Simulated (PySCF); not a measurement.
Compound: C₂H₇F₃OSi₂.
Atom-mapped SMILES: `[CH3:1][O:2][Si@@H:3]([SiH3:4])[C:5]([F:6])([F:7])[F:8]` (hydrogens: H9, H10, H11 on C1; H12 on Si3; H13, H14, H15 on Si4)

The same species was optimised twice, with GFN2-xTB and with PBE0-D3(BJ)/def2-SVP (PySCF), and the same property calculations (PySCF, gas phase) were run on both structures.

```csv
coordinate,GFN2-xTB,PBE0-D3(BJ)/def2-SVP,change
O2–Si3 (Å),1.613,1.658,+0.045
Si3–Si4 (Å),2.301,2.336,+0.035
Si3–C5 (Å),1.965,1.938,-0.027
C5–F6 (Å),1.353,1.341,-0.012
C5–F8 (Å),1.354,1.345,-0.009
C5–F7 (Å),1.350,1.344,-0.006
C1–O2 (Å),1.407,1.408,+0.001
C1–O2–Si3 (°),133.0,125.2,-7.8
O2–Si3–Si4 (°),102.6,107.9,+5.3
Si3–C5–F7 (°),114.1,110.5,-3.6
O2–Si3–C5 (°),106.6,109.3,+2.7
F6–C5–F7 (°),105.7,107.2,+1.5
F6–C5–F8 (°),105.5,106.9,+1.4
F7–C5–F8 (°),105.8,107.2,+1.4
Si4–Si3–C5 (°),109.9,109.1,-0.8
C1–O2–Si3–Si4 (°),-169,177,-14
O2–Si3–C5–F6 (°),-60,-61,-1
```

Rotational constants: A = 1505, B = 1180, C = 791.8 MHz (GFN2-xTB) against A = 1437, B = 1212, C = 779.4 MHz (PBE0-D3(BJ)/def2-SVP). Point groups within 0.08 Å: C1 and C1.

On the GFN2-xTB structure: HOMO (eV) -8.48 [PBE0/pcSseg-1]; LUMO (eV) -0.51 [PBE0/pcSseg-1]; dipole (D) 2.41 [PBE0/pcSseg-1]; GIAO shielding of C1 (ppm) 130.5 [PBE0/pcSseg-1]; GIAO shielding of O2 (ppm) 337.2 [PBE0/pcSseg-1]; GIAO shielding of Si3 (ppm) 366.8 [PBE0/pcSseg-1]; GIAO shielding of Si4 (ppm) 468.2 [PBE0/pcSseg-1]; GIAO shielding of C5 (ppm) 46.8 [PBE0/pcSseg-1]; GIAO shielding of F6/F7/F8 (mean) (ppm) 245.7 [PBE0/pcSseg-1].

**Question.** What do these properties become on the PBE0-D3(BJ)/def2-SVP structure?

**Answer.** 
```
                                    property          level  on GFN2-xTB  on PBE0-D3(BJ)/def2-SVP  change
                                   HOMO (eV)  PBE0/pcSseg-1        -8.48                    -8.42   +0.06
                                   LUMO (eV)  PBE0/pcSseg-1        -0.51                    -0.37   +0.14
                                  dipole (D)  PBE0/pcSseg-1         2.41                     1.97   -0.44
energy, GFN2-xTB geometry as zero (kcal/mol)  PBE0/pcSseg-1          0.0                     -3.8    -3.8
                  GIAO shielding of C1 (ppm)  PBE0/pcSseg-1        130.5                    128.0    -2.5
                  GIAO shielding of O2 (ppm)  PBE0/pcSseg-1        337.2                    331.0    -6.2
                 GIAO shielding of Si3 (ppm)  PBE0/pcSseg-1        366.8                    360.5    -6.3
                 GIAO shielding of Si4 (ppm)  PBE0/pcSseg-1        468.2                    462.1    -6.1
                  GIAO shielding of C5 (ppm)  PBE0/pcSseg-1         46.8                     50.1    +3.3
     GIAO shielding of F6/F7/F8 (mean) (ppm)  PBE0/pcSseg-1        245.7                    251.3    +5.6
```

The heavy atoms differ by 0.116 Å rms after alignment. Among bonds between heavy atoms O2–Si3 changes most (+0.045 Å). Changes are differences of the printed values. Neither structure is proved a minimum here.

The values belong to the conformer `[CH3:1][O:2][Si@@H:3]([SiH3:4])[C:5]([F:6])([F:7])[F:8]`: C1–O2–Si3–Si4 177°, O2–Si3–C5–F6 -61°.
